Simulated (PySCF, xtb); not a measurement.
silicon monosulfide (SSi), SMILES [Si]=S (connectivity only; charge and spin as stated), neutral, multiplicity 1.

GFN2-xTB in xtb 6.7.1 at its own geometry gives an orbital gap of 2.79 eV and a dipole moment of 4.40 D.

The structure is a stationary point at PBE-D3(BJ)/def2-TZVPD.

What does PySCF with CAM-B3LYP/def2-TZVPD give? (Estimate from the structure and the level; the computed values follow.)

gap 8.00 eV (levels -9.36 and -1.35 eV), dipole 2.03 D.
